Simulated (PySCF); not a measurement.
PySCF input file for BBr3, SMILES Br[B-](Br)Br, charge -1, multiplicity 2, r2SCAN-D4/def2-SVPD. Geometry: r2SCAN-D4/def2-SVPD.

```python
import numpy as np
from pyscf import gto, scf, dft, df
from pyscf.hessian import thermo

mol = gto.M(
    atom='''
    B    -0.00000000    0.00000001   -0.53654092
    Br    1.68560186    0.97318269    0.02554957
    Br   -1.68560186    0.97318269    0.02554957
    Br    0.00000000   -1.94636537    0.02554957
    ''',
    basis='def2-SVPD',
    charge=-1,
    spin=1,
    max_memory=1600,
    verbose=3,
)
mf = dft.UKS(mol, xc='r2scan').density_fit(auxbasis='def2-universal-jkfit')
mf.disp = 'd4'
mf.grids.level = 4
mf.conv_tol = 1e-11
mf.max_cycle = 100
mf.kernel()
fine, coarse = mf.grids, dft.Grids(mol).set(level=1).build(with_non0tab=True)
for _ in range(3):  # follow internal instabilities
    mf.grids = coarse
    mo, _, stable, _ = mf.stability(return_status=True, nroots=4)
    mf.grids = fine
    if stable:
        break
    mf.kernel(mf.make_rdm1(mo, mf.mo_occ))

# [left out here: the lines that compute and print the analytic Hessian (its translational invariance restored by hand, since the grid's response is missing), thermochemistry and intensities]
```

It prints:

```

WARN: HOMO -0.145609073588318 >= LUMO -0.145609073588321

converged SCF energy = -7746.48410098838  <S^2> = 0.75491878  2S+1 = 2.0049127
<class 'pyscf.df.df_jk.DFUKS'> wavefunction is stable in the internal stability analysis

WARN: MGGA Hessian is sensitive to dft grids. grids.level 4 may not be dense enough.


WARN: DFTD4 does not support analytical Hessian, using finite difference.


WARN: Mole.unit (angstrom) is changed to Bohr

Mode                                 0                   1                   2
Irrep
Freq [cm^-1]                      127.7053            127.7170            193.6841
Reduced mass [au]                  70.8019             70.8067             59.1867
Force const [Dyne/A]                0.6803              0.6805              1.3082
Char temp [K]                     183.7394            183.7563            278.6682
Normal mode                   x     y     z       x     y     z       x     y     z
       0   B                 0.00 -0.04  0.00   -0.04 -0.00 -0.00    0.00 -0.00  0.07
       1  Br                -0.06  0.03  0.00   -0.03 -0.06  0.00    0.05  0.03 -0.00
       2  Br                 0.06  0.03  0.00   -0.03  0.06 -0.00   -0.05  0.03 -0.00
       3  Br                -0.00 -0.06 -0.00    0.07 -0.00 -0.00    0.00 -0.06 -0.00
Mode                                 3                   4                   5
Irrep
Freq [cm^-1]                      406.2154            586.7379            586.7604
Reduced mass [au]                  11.8099             11.5076             11.5074
Force const [Dyne/A]                1.1482              2.3341              2.3343
Char temp [K]                     584.4535            844.1852            844.2176
Normal mode                   x     y     z       x     y     z       x     y     z
       0   B                -0.00  0.00 -0.29    0.00  0.29  0.00   -0.29  0.00  0.00
       1  Br                 0.01  0.01  0.01   -0.01 -0.01 -0.00    0.02  0.01  0.01
       2  Br                -0.01  0.01  0.01    0.01 -0.01 -0.00    0.02 -0.01 -0.01
       3  Br                -0.00 -0.02  0.01   -0.00 -0.02  0.01    0.00 -0.00  0.00
temperature 298.1500 [K]
pressure 101325.00 [Pa]
Rotational constants [GHz] 1.10508 1.10508 0.55652
Symmetry number 3
Zero-point energy (ZPE) 0.00462 [Eh]   12135.038 [J/mol]
                           tot       elec      trans        rot        vib
Entropy [J/mol/K]       344.033      5.763    177.634    118.633     42.003
Cv [J/mol/K]             63.756      0.000     12.472     12.472     38.813
Cp [J/mol/K]             72.070      0.000     20.786     12.472     38.813
Internal energy [J/mol]                      3718.434   3718.434  18894.968
Internal energy [Eh]   -7746.47407  -7746.48410
Enthalpy [J/mol]                             6197.391   3718.434  18894.968
Enthalpy [Eh]          -7746.47313
Gibbs free energy [J/mol]                  -46764.122 -31652.119   6371.918
Gibbs free energy [Eh] -7746.51220
mode   freq/cm-1   IR/(km/mol)
   1      127.71         0.636
   2      127.72         0.638
   3      193.68         0.441
   4      406.22         2.754
   5      586.74       201.865
   6      586.76       201.886
max |gradient| / (hartree/bohr): 0.00023934013550895757
APT charges: [ 0.849  -0.6162 -0.6162 -0.616 ]
```

Self-consistency was reached.

Cost: very roughly 16 core-minutes.
